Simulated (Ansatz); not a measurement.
A nudged elastic band was laid between two geometries of C$_{3}$H$_{10}$GeSi (15 atoms, charge 0, multiplicity 1).

Level of theory: RKS PBE/def2-SVP (Ansatz).

* movable images: 7
* climbing image: yes
* spring: 5.0 eV/Å²
* optimiser: quadratic models (default)
* start path: through a guess of the saddle point
* force threshold: 0.05 eV/Å
* iteration limit: 58
* end points: relaxed

Image 0:

```xyz
15
Properties=species:S:1:pos:R:3
C -0.054 1.271 1.491
C -0.385 0.287 0.620
Si -1.976 0.456 -0.394
C 0.462 -0.947 0.438
Ge 1.763 -0.776 -1.064
H -0.668 2.178 1.610
H 0.850 1.202 2.126
H -2.649 1.761 -0.067
H -2.913 -0.682 -0.074
H -1.698 0.398 -1.874
H -0.150 -1.849 0.229
H 1.067 -1.160 1.345
H 2.777 0.348 -0.725
H 1.029 -0.419 -2.383
H 2.523 -2.119 -1.249
```

Image 8:

```xyz
15
Properties=species:S:1:pos:R:3
C 0.033 1.434 1.338
C -0.356 0.373 0.592
Si -1.967 0.489 -0.400
C 0.440 -0.906 0.534
Ge 1.701 -0.966 -1.011
H -0.543 2.373 1.365
H 0.950 1.403 1.956
H -2.935 -0.568 0.069
H -1.731 0.252 -1.869
H -2.582 1.848 -0.210
H -0.210 -1.802 0.449
H 1.065 -1.036 1.443
H 2.755 0.161 -0.844
H 0.941 -0.761 -2.347
H 2.418 -2.345 -1.037
```

Problem. Which bonds break or form, and what moves?

Solution. No bond is made or broken. The dihedral C4–C2–Si3–H10 goes from -58 to -179°. The two ends are copies of one structure, up to a mirror image or an exchange of like atoms.

Problem. Give the energies along the band, and the barrier.

Solution. The forces met the threshold. The highest image is number 6 of 0 to 8, 1.2 kcal/mol above the ends, which have the same energy within 2 meV. The profile has 2 maxima (images 2, 6) with wells between them (image 4): this band takes more than one step, which may be the mechanism or a detour left from its start path. A vibrational analysis at the climbing image gives one clearly imaginary mode, 108i cm⁻¹: a first-order saddle point.

```csv
image,path coordinate (Å),energy (kcal/mol),dihedral C4–C2–Si3–H10 (°)
0,0.00,0.0,-58
1,1.22,0.6,-29
2,2.44,1.2,3
3,3.65,0.4,34
4,4.87,0.0,58
5,6.09,0.5,86
6,7.31,1.2,119
7,8.66,0.4,154
8,10.00,0.0,-179
```

Problem. What is the geometry of the highest image?

Solution. 
```xyz
15
Properties=species:S:1:pos:R:3
C -0.067 1.261 1.537
C -0.367 0.280 0.654
Si -1.917 0.474 -0.435
C 0.491 -0.948 0.494
Ge 1.700 -0.803 -1.085
H -0.684 2.171 1.635
H 0.811 1.200 2.205
H -2.046 -0.701 -1.366
H -1.861 1.736 -1.256
H -3.153 0.535 0.423
H -0.115 -1.866 0.339
H 1.137 -1.115 1.382
H 2.750 0.308 -0.821
H 0.877 -0.428 -2.347
H 2.424 -2.155 -1.332
```

Time of the run: 5.4 min on 2 threads of Arm Neoverse V2 (shared host), peak memory 0.2 GiB.
